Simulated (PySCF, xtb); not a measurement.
C2H5BO3, SMILES OB1COCO1.

GFN2-xTB (xtb) at its own geometry gives an orbital gap of 6.15 eV and a dipole moment of 1.96 D.

Coordinates come from a PBE-D3(BJ)/def2-SVP optimisation. The structure was generated by enumeration, and PubChem lists no compound with its InChIKey, so it may never have been made. Other conformers were not sampled.

Task: What does HF/def2-TZVP run with PySCF give? (Estimate from the structure and the level; the computed values follow.)

Result: gap 14.82 eV (levels -11.62 and 3.20 eV), dipole 1.23 D.
